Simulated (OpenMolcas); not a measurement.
**Co4+, Rh4+, Ir4+: d⁵ down the group**

```json
{
 "Program": "OpenMolcas",
 "Method": "SS-CASPT2, IPEA 0.25 Eh, imaginary shift 0.1 Eh",
 "Basis": "ANO-R3",
 "Scalar Hamiltonian": "X2C, finite nucleus",
 "Spin-orbit coupling": "RASSI with atomic mean-field integrals over the reference wave functions, term energies averaged over their components"
}
```

Active space for each ion: 5 electrons in 5 orbitals (d); closed shells correlated by CASPT2: Co4+ 3s 3p; Rh4+ 4s 4p; Ir4+ 5s 5p.

Computed levels in cm-1 above ⁶S_5/2:

| Level | Co4+ | Rh4+ | Ir4+ |
| --- | --- | --- | --- |
| ⁴G_7/2 | 38040 | 26370 | 23190 |
| ⁴G_11/2 | 38060 | 26490 | 24570 |
| ⁴G_9/2 | 38070 | 26590 | 25580 |
| ⁴P_1/2 | 42150 | 30140 | 27350 |
| ⁴D_7/2 | 45610 | 31440 | 30550 |
| ⁴D_1/2 | 45750 | 32660 | 35020 |
| ²I_11/2 | 55560 | 38590 | 36110 |
| ²I_13/2 | 55690 | 39330 | 39710 |
| ²F_7/2(1) | 61300 | 45240 | 51030 |
| weight of ⁶S in the lowest level (%) | 100 | 99 | 84 |

Mixed levels, with the weight of the term that names them: Rh4+ ⁴P_1/2 (68 %), Rh4+ ⁴D_1/2 (69 %), Rh4+ ²F_7/2(1) (65 %), Ir4+ ⁴G_7/2 (63 %), Ir4+ ⁴P_1/2 (60 %), Ir4+ ⁴D_7/2 (65 %), Ir4+ ⁴D_1/2 (65 %), Ir4+ ²I_11/2 (73 %), Ir4+ ²F_7/2(1) (63 %).

Measured, with the error of the calculation in %. Measured levels: Co4+ from Sugar and Corliss, J. Phys. Chem. Ref. Data 10, 1097 (1981).

```tsv
Level	Co4+
⁴G_11/2	37218 (+2.3)
⁴P_1/2	41024 (+2.7)
⁴D_7/2	44709 (+2.0)
⁴D_1/2	44908 (+1.9)
²F_7/2(1)	59455 (+3.1)
```

Without spin-orbit coupling ⁴G lies 38050, 26440, 24050 cm-1 above ⁶S in that order; the difference to the level ⁴G_7/2, of either sign, comes from spin-orbit coupling, which also lowers the zero.

CASPT2 breaks the degeneracy within a term, and the mean is taken; among the terms shown or strongly mixed into the levels shown the widest spread is 240 cm-1 (5d⁵ ²G(1), Ir4+). Computed and measured levels are paired by configuration, term and J; levels that our copy of the source lacks, or whose pairing is in doubt (as where it misses far off the trend of its configuration), stay unpaired and out of the deviations. Levels of configurations outside the active space are missing.

A number in round brackets counts repeated terms of one configuration in the order of the reference energies.
